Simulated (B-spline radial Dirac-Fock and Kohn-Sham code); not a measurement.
## L1 edges in EELS at 60 kV and 20 mrad, Mg to Pd

Method: the first Born approximation with generalised oscillator strengths from a Dirac-Hartree-Slater potential (longitudinal and transverse terms; continuum final states only, so no white lines or fine structure). Computed with a radial B-spline solver. Partial cross sections in barn for windows above the edge. Edges are tabulated values, any marked * orbital energies of the model.

```
 Z  element  edge (eV)  Δ = 50 eV  Δ = 100 eV  Δ = 200 eV
12       Mg      88.60      18400       27400       34100
13       Al      117.8      12300       18800       24300
14       Si      149.7       8330       13100       17500
16        S      230.9       4000        6580        9380
17       Cl      270.0       2880        4820        7050
18       Ar      326.3       2050        3510        5250
19        K      378.6       1480        2520        3850
21       Sc      498.0        762        1340        2140
23        V      626.7        436         785        1290
24       Cr      696.0        341         619        1030
28       Ni     1008.6        125         232         402
29       Cu     1096.7       99.2         186         326
30       Zn     1196.2       78.1         146         258
31       Ga     1299.0       60.7         114         203
34       Se     1652.0       28.3        54.3        98.6
35       Br     1782.0       22.1        42.6        77.9
36       Kr     1921.0       17.3        33.5        61.5
38       Sr     2216.0       10.9        20.9        38.4
40       Zr     2532.0       6.81        13.1        24.4
42       Mo     2866.0       4.36        8.44        15.8
46       Pd     3604.0       1.83        3.57        6.80
```
